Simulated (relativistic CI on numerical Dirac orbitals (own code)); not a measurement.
Co³⁺: resonant inelastic scattering at the L2,3 edge

Computed with this model: Dirac-Coulomb-Breit CI, KLI orbitals optimised for each configuration, model QED (radiative potential, 1s self-energy scaled to tabulated hydrogen-like ionisation energies), valence Slater integrals scaled by 0.9, Kramers-Heisenberg scattering through one core-hole configuration in a parametric crystal field; configurations [Ar] 3d6 → [He] 2s2 2p5 3s2 3p6 3d7; 300 K; core-hole width 0.4 eV; summed over polarisations. Incident energies are the highest absorption maxima for each field (at most a few, so the weaker spin-orbit partner edge can be absent), on the computed scale of the free ion. Intensities are in per cent of the strongest line above 0.02 eV; levels within 1 cm⁻¹ are merged; final levels count from the ground level, the first row holds all elastic scattering, lines under 0.4 are left out and each table stops after 24 rows. The scale of the Slater integrals is a model choice and moves the terms in proportion.

Field parameters in Wybourne normalisation: D3d B²₀ = −7Dσ, B⁴₀ = −14Dq − 21Dτ, B⁴₃ = −14√(10/7) Dq; D4h B²₀ = −7Ds, B⁴₀ = 21(Dq − Dt), B⁴₄ = 21√(5/14) Dq; Td as Oh with Dq negative (B⁴₀ = 21Dq, B⁴₄ = √(5/14) B⁴₀). The field is a parameter set, without covalency.

S is read from ⟨S²⟩ = S(S + 1).

D4h, 10Dq = 15300, Ds = 2760, Dt = 550 cm⁻¹:

| Final level (eV) | Degeneracy | Irrep | S | 781.8 eV | 783.2 eV | 784.9 eV |
| --- | --- | --- | --- | --- | --- | --- |
| 0.000 | 2 | E | 2.00 | 58.8 | 300.6 | 315.2 |
| 0.013 | 1 | B2 | 2.00 | 2.4 | 31.9 | 15.2 |
| 0.014 | 1 | B1 | 2.00 | 5.8 | 13.0 | 17.1 |
| 0.030 | 2 | E | 2.00 | 9.6 | 30.9 | 7.7 |
| 0.045 | 1 | A1 | 2.00 | 1.4 | 21.2 | 6.9 |
| 0.056 | 1 | A2 | 2.00 | 8.8 | 39.5 | 3.2 |
| 0.073 | 2 | E | 2.00 | 4.0 | 96.1 | 32.6 |
| 0.717 | 1 | A1 | 1.99 | 2.0 | 7.2 | 2.2 |
| 0.717 | 1 | A2 | 1.99 | 1.7 | 11.8 | 1.4 |
| 0.724 | 2 | E | 2.00 | 5.1 | 26.4 | 5.6 |
| 0.726 | 1 | B2 | 2.00 | 7.2 | 14.7 | 2.1 |
| 0.913 | 2 | B1+B2 | 2.00 | 3.8 | 30.1 | 100.0 |
| 0.914 | 2 | E | 2.00 | 2.9 | 23.1 | 27.1 |
| 0.914 | 1 | A1 | 2.00 | 1.7 | 8.3 | 10.7 |
| 1.419 | 1 | B1 | 1.00 | 2.0 | 5.3 | 2.8 |
| 1.443 | 1 | B2 | 1.01 | 1.2 | 10.3 | 2.4 |
| 1.465 | 2 | E | 1.01 | 1.9 | 5.3 | 5.7 |
| 1.484 | 1 | A1 | 0.98 | 0.8 | 1.2 | 4.1 |
| 1.524 | 1 | A2 | 1.01 | 0.7 | 1.8 | 1.5 |
| 1.636 | 2 | E | 1.00 | 0.5 | 6.8 | 3.5 |
| 1.643 | 1 | B1 | 1.00 | 0.3 | 0.7 | 0.9 |
| 1.987 | 1 | A1 | 0.17 | 0.1 | 0.4 | 1.1 |
| 2.369 | 2 | E | 1.00 | 2.0 | 3.1 | 7.8 |
| 2.380 | 1 | A1 | 1.00 | 0.5 | 0.9 | 2.7 |

D3d, 10Dq = 18850, Dσ = 180, Dτ = -160 cm⁻¹:

```
Final level (eV)  Degeneracy  Irrep     S  783.4 eV  784.9 eV  785.3 eV
           0.000           2      E  2.00     520.2      71.7     101.8
           0.005           1     A1  2.00      62.1       2.6       5.0
           0.025           1     A2  2.00      29.8       4.8       7.1
           0.030           2      E  2.00      43.4       8.9      11.4
           0.044           2      E  2.00      59.6      13.5      12.4
           0.068           1     A1  1.99      33.4       9.9      13.4
           0.070           1     A2  1.99      48.4      10.8      14.5
           0.121           2      E  2.00     100.0      19.3      15.8
           0.123           1     A1  1.99      26.3       8.6      10.8
           0.123           2      E  1.99      88.6      17.2      23.0
           0.330           1     A1  0.11       0.9       0.8       1.3
           1.026           2      E  1.01       8.2       5.0       6.5
           1.037           2      E  1.01       8.8       5.5       7.1
           1.050           1     A1  1.01       3.1       3.8       3.6
           1.083           1     A2  1.01       3.1       1.9       2.9
           1.127           2      E  1.01       6.4       2.5       4.3
           1.169           1     A1  0.99       2.7       1.5       2.5
           1.762           2      E  0.99      12.8       5.0       3.3
           1.789           2      E  1.00       5.5       4.3       2.4
           1.803           1     A2  1.00       7.0       4.3       1.7
           1.818           1     A1  1.00       1.6       3.7       2.1
           1.924           2      E  1.00       5.6       5.9       3.3
           1.925           1     A2  1.00       5.7       2.0       1.0
           2.307           2      E  0.46       3.1       3.6       5.5
```

Td, 10Dq = -3900 cm⁻¹:

```tsv
Final level (eV)	Degeneracy	Irrep	S	782.7 eV	783.5 eV	784.4 eV
0.000	1	A1	2.00	123.6	147.5	122.5
0.004	3	T1	2.00	8.8	14.5	31.2
0.008	2	E	2.00	7.7	23.0	26.9
0.014	3	T2	2.00	14.4	24.5	14.0
0.019	1	A2	2.00	3.9	7.6	4.7
0.447	3	T2	2.00	24.6	44.4	100.0
0.487	3	T1	2.00	15.4	38.6	41.7
0.490	2	E	2.00	11.0	28.5	42.6
0.540	3	T2	2.00	12.8	67.4	9.4
0.544	3	T1	2.00	11.7	45.3	17.8
0.549	1	A1	2.00	1.6	23.4	9.7
2.661	1	A1	1.00	1.8	0.2	0.2
2.664	3	T2	1.00	2.2	1.6	0.8
2.669	3	T1	1.00	3.0	1.1	0.6
2.670	2	E	1.00	1.9	1.5	0.7
2.921	3	T2	1.00	1.3	0.5	0.3
2.922	3	T1	1.00	1.4	0.7	0.2
3.056	3	T2	1.00	3.0	0.7	0.9
3.057	2	E	1.00	2.5	0.4	0.6
3.093	1	A2	1.00	1.1	0.4	0.1
3.108	3	T2	1.00	5.4	1.2	0.9
3.128	2	E	0.99	3.2	1.9	0.5
3.149	3	T1	1.00	4.2	2.8	0.3
3.192	3	T1	1.00	7.3	5.3	1.0
```

For the first field the strongest loss at the lowest incident energy is the level at 0.03 eV (S = 2.00, against 2.00 in the thermal ground state). Levels of other spin, the first over 8 % at 1.44 eV, appear because spin-orbit coupling of the core hole, and in heavier ions of the valence shell too, mixes spins.
